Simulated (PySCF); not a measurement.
# Basis-set dependence of TeF at CCSD(T)

PySCF, UHF reference; doublet, unpaired electrons π ↑; De to Te + F without counterpoise correction. Frozen cores follow the default of each basis and core potential.

```
             basis                           relativity  functions  Re (Å)  ωe (cm⁻¹)  De (eV)  frozen orbitals
cc-pVDZ-PP/cc-pVDZ  scalar-relativistic core potentials         37   1.958        612     2.65                5
          def2-SVP  scalar-relativistic core potentials         40   1.952        617     2.77                5
        x2c-SVPall                        spin-free X2C         50   1.949        616     2.80               19
        def2-TZVPP  scalar-relativistic core potentials         81   1.906        629     3.29                5
```

(1) How does each smaller set differ from the one with most functions, def2-TZVPP?

Correlated steps freeze the inner cores (5 to 19 orbitals); shallow outer-core shells are correlated. Correlated levels converge slowly with the basis: in double zeta they bind strong bonds too weakly, by up to about 1 eV, and carry superposition errors of some tenths. Spin–orbit coupling is left out, which matters for elements this heavy, above all for dissociation energies. The state was picked by a PBE0 search and need not be the measured ground state.

Results:

(1) cc-pVDZ-PP/cc-pVDZ: +5.2 pm, -2.7 % in ωe, -0.64 eV in De; def2-SVP: +4.6 pm, -1.9 % in ωe, -0.52 eV in De; x2c-SVPall: +4.3 pm, -2.1 % in ωe, -0.49 eV in De. All at CCSD(T); the set with most functions is neither the basis-set limit nor always the best. The rows treat relativity differently, so the differences are not basis effects alone.
